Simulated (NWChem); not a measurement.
System: C$_{3}$H$_{3}$ClF$_{2}$; SMILES F[C@@H]1C[C@@]1(F)Cl

Results from NWChem. Medium grid unless said otherwise, to which SCAN and Minnesota functionals are sensitive. Coordinates come from a PBE0/def2-SVP optimisation.

What does the run give for SCAN/def2-SVP? Quantities: highest occupied level (eV); orbital gap (eV); dipole (D).


```json
{
 "highest occupied level (eV)": "-6.91",
 "orbital gap (eV)": "6.69",
 "dipole (D)": "2.08"
}
```
